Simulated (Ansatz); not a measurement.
A nudged elastic band was laid between two geometries of C$_{4}$H$_{12}$OSi (18 atoms, charge 0, multiplicity 1).

Computed with RKS revPBE-D4/STO-3G (Ansatz).

```json
{
  "movable images": "9",
  "climbing image": "yes",
  "spring": "5.0 eV/Å²",
  "optimiser": "quadratic models (default)",
  "start path": "through a guess of the saddle point",
  "force threshold": "0.5 eV/Å",
  "iteration limit": "29",
  "end points": "relaxed"
}
```

First end point:

```xyz
18
Properties=species:S:1:pos:R:3
C 1.043 -2.346 -1.027
C 1.091 -0.866 -0.538
O 0.041 -0.124 -1.279
C 0.119 1.299 -0.843
Si -0.411 1.664 0.966
C -1.899 0.605 1.425
H 1.238 -2.399 -2.116
H 1.810 -2.946 -0.499
H 0.046 -2.786 -0.826
H 2.111 -0.432 -0.725
H 0.921 -0.830 0.573
H 1.142 1.718 -1.031
H -0.576 1.833 -1.534
H -0.754 3.079 1.059
H 0.686 1.409 1.893
H -2.210 0.771 2.472
H -1.670 -0.469 1.306
H -2.764 0.833 0.776
```

Last end point:

```xyz
18
Properties=species:S:1:pos:R:3
C 0.916 -2.306 -1.470
C 0.676 -1.065 -0.557
O 0.701 0.134 -1.428
C 0.556 1.323 -0.544
Si -1.130 1.540 0.355
C -1.087 0.858 2.113
H 1.898 -2.228 -1.977
H 0.902 -3.233 -0.863
H 0.125 -2.375 -2.242
H 1.468 -1.014 0.239
H -0.312 -1.172 -0.029
H 1.386 1.358 0.211
H 0.712 2.191 -1.227
H -2.185 0.884 -0.408
H -1.428 2.968 0.412
H -2.026 1.086 2.650
H -0.257 1.302 2.692
H -0.953 -0.238 2.124
```

Task: Which bonds break or form, and what moves?

Result: No bond is made or broken. The dihedral H13–C4–Si5–C6 goes from 78 to -146°.

Task: What energy profile does the band end with?

Result: The run converged. The highest image is number 4 of 0 to 10, 8.0 kJ/mol above the first end and 6.4 kJ/mol above the last; the last end lies 1.6 kJ/mol above the first. The threshold of 0.5 eV/Å is loose, so the images may lie well off the minimum-energy path. The order of the stationary point at the top wasn't checked. Limits of this set-up: minimal basis.

| image | path coordinate (Å) | energy (kJ/mol) | dihedral H13–C4–Si5–C6 (°) |
| --- | --- | --- | --- |
| 0 | 0.00 | 0.0 | 78 |
| 1 | 0.79 | 1.6 | 92 |
| 2 | 1.58 | 5.0 | 107 |
| 3 | 2.37 | 7.6 | 122 |
| 4 | 3.16 | 8.0 | 138 |
| 5 | 3.95 | 7.4 | 154 |
| 6 | 4.74 | 6.6 | 167 |
| 7 | 5.53 | 5.9 | 180 |
| 8 | 6.31 | 4.6 | -168 |
| 9 | 7.10 | 2.9 | -157 |
| 10 | 7.89 | 1.6 | -146 |

Task: What is the geometry of the highest image?

Result: 
```xyz
18
Properties=species:S:1:pos:R:3
C 0.769 -2.339 -1.213
C 0.972 -0.951 -0.529
O 0.202 0.044 -1.308
C 0.434 1.383 -0.699
Si -0.711 1.874 0.769
C -1.524 0.417 1.631
H 1.109 -2.300 -2.266
H 1.349 -3.119 -0.680
H -0.302 -2.618 -1.197
H 2.068 -0.696 -0.515
H 0.641 -1.007 0.543
H 1.505 1.509 -0.410
H 0.251 2.106 -1.528
H -1.763 2.749 0.266
H 0.069 2.634 1.740
H -2.222 0.761 2.416
H -0.785 -0.240 2.115
H -2.100 -0.195 0.918
```

Time of the run: 2.5 min on 1 thread of Arm Neoverse V1, with other jobs on the host, peak memory 0.11 GiB.
